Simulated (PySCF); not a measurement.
Mg(OH)(SH), SMILES [Mg]([SH])[OH] (H₂MgOS) at its PBE0/def2-SVP optimised geometry (Å):

```
5

Mg     0.1641     0.6540     0.0000
O     -1.5931     0.6552     0.0021
H     -2.5431     0.6924    -0.0151
S      2.4689     0.6540     0.0000
H      2.5431    -0.6924     0.1123
```

Level of theory: PBE0/def2-TZVP in PySCF. Cells within 0.4 Å of a nucleus heavier than hydrogen are left out (blank, or x).

Map of the log10 of the electron density (e/bohr³), floored at −4 on the plane z = 0.0 Å:

```
|00000000000000000000000000000|
|00000000000000000000000000000|
|00000000000000000000000000000|
|00000000000000000000000000000|
|00000000000000000000000000000|
|00000000000000000000000000000|
|00000000111111101111121110000|
|00000001233322222223333321000|
|00000123444443333344554432100|
|00001234566554444556666553210|
|00002356777765665567777764320|
|00013467899877997678898765321|
|000135799xx979xx8678xxx865421|
|000134689xx878xx86789x8765321|
|00002456788766776667888764320|
|00001245666654444567888654210|
|00000123455443334456787643200|
|00000012333332223345676542100|
|00000000122211112234555431000|
|00000000000000001122333220000|
|00000000000000000001121100000|
|00000000000000000000000000000|
|00000000000000000000000000000|
|00000000000000000000000000000|
|00000000000000000000000000000|
|00000000000000000000000000000|
|00000000000000000000000000000|
|00000000000000000000000000000|
|00000000000000000000000000000|
```
Scale: ten equal steps from -4.00 (start of '0') to -0.139 (end of '9'), in the order '0123456789'; x runs from -5.00 to 5.00, y from -5.00 (bottom) to 5.00 (top).
